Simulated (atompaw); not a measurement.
What the settings do to the PAW (atompaw) potential of Cl

Base potential:

Cl (Z = 17), PAW, made with atompaw 4.2.0.5 (LDA (PW92), scalar-relativistic). Core [Ne], reference 3s2 3p3 (charge +2). Waves: 3s (bound): rc 1.50 bohr; 3s channel at 1.6 Ry: rc 1.50 bohr; 3p (bound): rc 1.50 bohr; 3p channel at -1.8 Ry: rc 1.50 bohr; 3d channel at 0.15 Ry: rc 1.40 bohr; 3d channel at 2.95 Ry: rc 1.40 bohr. Local part: bessel scheme, radius 1.00 bohr. Core correction: smooth core density matched at 0.95 bohr. Augmentation charge: sinc compensation charge, radius 1.15 bohr; PAW radius 1.50 bohr; waves and projectors: custom polynom vanderbiltortho.

Cutoffs, loose and tight: the cutoffs (Ry, on a coarse ladder) from which the occupation-weighted sum of valence levels, in a spherical-Bessel basis at the reference potential, stays within 10 and 1 mRy of its value at 400 Ry. They see the waves, projectors and local potential, not the compensation charge or the core. A dash means not determined.

A true bound ghost makes a file unfit for plane-wave use even where its test errors are small: the radial tests pick states by their node count and pass the ghost by.

| change | outcome | cutoff, loose | cutoff, tight | bound ghosts |
| --- | --- | --- | --- | --- |
| base | generated | 21 Ry | 30 Ry | none |
| wave 3s channel at 1.6 Ry: rc 1.50 bohr becomes 3s channel at 1.6 Ry: rc 1.46 bohr | generated | 21 Ry | 30 Ry | none |
| all radii scaled by about 0.75 (s 1.12, p 1.12, d 1.04 bohr); local potential bessel scheme, radius 0.74 bohr; augmentation sinc compensation charge, radius 0.86 bohr; PAW radius 1.12 bohr; waves and projectors: custom polynom vanderbiltortho; core correction smooth core density matched at 0.70 bohr | generated | 55 Ry | 90 Ry | s, p |
| core correction smooth core density matched at 1.44 bohr | generated, no UPF (negative core plus compensation charge) | 21 Ry | 30 Ry | none |
| reference 3s2 3p4 | generated | 21 Ry | 35 Ry | none |
| non-relativistic | generated | 21 Ry | 30 Ry | none |
| augmentation sinc compensation charge, radius 0.72 bohr; PAW radius 1.50 bohr; waves and projectors: custom polynom vanderbiltortho | generated | 21 Ry | 30 Ry | none |
| removed wave 3d channel at 2.95 Ry: rc 1.40 bohr | generated | 21 Ry | 30 Ry | none |
| local potential bessel scheme, radius 1.44 bohr | generated | 21 Ry | 30 Ry | none |
| wave 3s (bound): rc 1.50 bohr becomes 3s (bound): rc 1.12 bohr | generated | 40 Ry | 70 Ry | none |
| local potential troulliermartins scheme with l = 3 at -0.5 Ry, radius 1.00 bohr | generated | 18 Ry | 45 Ry | s |
| local potential bessel scheme, radius 1.08 bohr | generated | 21 Ry | 30 Ry | none |
| core correction smooth core density matched at 0.66 bohr | generated | 21 Ry | 30 Ry | none |
